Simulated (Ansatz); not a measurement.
One change: `[CH3][InH][CH2][SiH3]` becomes `[CH3][InH][CH2]Cl`.

Ansatz, PBE0-D4/def2-TZVP geometries, multiplicity 1. Each molecule was computed in one conformer, which needn't be the lowest.

Elements past krypton have def2 core potentials.

| property | `[CH3][InH][CH2][SiH3]` |
| --- | --- |
| size of the dipole moment (ωB97M-V/def2-TZVPP) / D | 1.23 |
| HOMO–LUMO gap (PBE/def2-TZVPP) / eV | 4.04 |
| size of the dipole moment (B3LYP/def2-TZVPP) / D | 1.21 |
| HOMO energy (PBE/def2-TZVPP) / eV | -6.18 |
| HOMO energy (ωB97M-V/def2-TZVPP) / eV | -9.42 |
| LUMO energy (PBE/def2-TZVPP) / eV | -2.14 |

Problem. Give the same properties after the change, and the shifts. (Estimate.)

Solution. Ansatz gave: 
```
                                          property  `[CH3][InH][CH2]Cl`  shift
size of the dipole moment (ωB97M-V/def2-TZVPP) / D                 2.01   0.78
               HOMO–LUMO gap (PBE/def2-TZVPP) / eV                 3.84  -0.20
  size of the dipole moment (B3LYP/def2-TZVPP) / D                 1.97   0.76
                 HOMO energy (PBE/def2-TZVPP) / eV                -5.88   0.30
             HOMO energy (ωB97M-V/def2-TZVPP) / eV                -9.22   0.20
                 LUMO energy (PBE/def2-TZVPP) / eV                -2.03   0.11
```

With PBE0 the HOMO rises by 0.24 eV and the LUMO rises by 0.10 eV, so the gap narrows by about 0.14 eV. PBE moves the HOMO by 0.30 eV and ωB97M-V by 0.20 eV. Dipoles are sizes alone; their direction can turn.

B3LYP here is the variant with VWN-RPA as its local correlation; programs differ in this.
